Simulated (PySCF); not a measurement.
A calculated (LC-wPBE, PySCF 2.14, aug-cc-pCVTZ-DK with one added diffuse shell each of s, p, d, f type, scalar relativity by spin-free X2C-1e) atom or ion has these occupied shells.

```tsv
shell	electrons	orbital energy (eV)	rms radius, mean of both spins (bohr)
1s α	1	-2090.7	0.120
1s β	1	-2090.3	0.120
2s α	1	-181.25	0.568
2s β	1	-180.77	0.568
2p α	3	-131.55	0.544
2p β	3	-130.99	0.544
3s α	1	-21.501	2.04
3p α	3	-11.055	2.49
3p β	1	-7.925	2.49
```

Q: Name the element and its charge.

A: P (phosphorus, neutral), in [Ne] 3s1 3p4, high-spin 4P determinant (an excited configuration).
